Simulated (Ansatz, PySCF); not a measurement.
Gas-phase reaction (SMILES): O=BCl + H+ -> [OH+]=BCl; protonation at O, whose ΔH is minus the proton affinity.

Each molecule is optimised on its own at B3LYP-D3(BJ)/def2-TZVP (Ansatz, an electronic-structure program). Valence correlation only, unless marked. No spin-orbit coupling. Non-relativistic. CBS(X,Y): correlation extrapolated as X^-3; Hartree-Fock from the larger set. Thermal terms are rigid-rotor harmonic-oscillator values from B3LYP-D3(BJ) frequencies (PySCF) at 298.15 K and 1 atm. 1 Eh = 627.5095 kcal/mol. The proton has no electrons: its energy is zero and its thermal terms are those of translation.

```json
[
 {"species": "O=BCl", "E, CCSD(T)/CBS(cc-pV(T+d)Z,cc-pV(Q+d)Z) (Ansatz) (Eh)": "-559.81562", "E, B3LYP-D3(BJ)/def2-TZVPD (Ansatz + dftd3) (Eh)": "-560.43062", "H - E (Eh)": "0.01207", "G - E (Eh)": "-0.01477"},
 {"species": "H+", "E, CCSD(T)/CBS(cc-pV(T+d)Z,cc-pV(Q+d)Z) (Ansatz) (Eh)": "0.00000", "E, B3LYP-D3(BJ)/def2-TZVPD (Ansatz + dftd3) (Eh)": "0.00000", "H - E (Eh)": "0.00236", "G - E (Eh)": "-0.01000"},
 {"species": "[OH+]=BCl", "E, CCSD(T)/CBS(cc-pV(T+d)Z,cc-pV(Q+d)Z) (Ansatz) (Eh)": "-560.09218", "E, B3LYP-D3(BJ)/def2-TZVPD (Ansatz + dftd3) (Eh)": "-560.71008", "H - E (Eh)": "0.02214", "G - E (Eh)": "-0.00683"}
]
```

Task: Work out ΔE and ΔH, ΔG, ΔS and the equilibrium constant at 298.15 K at the first level, then ΔH at the second.

Result: 
1. ΔE = [(-560.09218)] - [(-559.81562) + (0.00000)] = -0.27656 Eh = -173.5 kcal/mol at CCSD(T)/CBS(cc-pV(T+d)Z,cc-pV(Q+d)Z).
2. The terms H - E add up to 0.00771 Eh, so ΔH = (-0.27656 + (0.00771))×627.5095 = -168.7 kcal/mol.
3. The terms G - E add up to 0.01794 Eh, so ΔG = -162.3 kcal/mol, and ΔS = (0.00771 - (0.01794))×627509.5/298.15 = -21.5 cal/(mol K).
4. log10 K = -ΔG/(RT ln 10) = 119.0, with RT ln 10 = 1.3642 kcal/mol.
5. At B3LYP-D3(BJ)/def2-TZVPD the same steps give ΔE = -175.4 and ΔH = -170.5 kcal/mol, a shift of -1.8 from the first level.
6. These values are not checked against measurement here, since the tables used lack a sound gas-phase enthalpy of formation for at least one species, or one in the same ion convention.
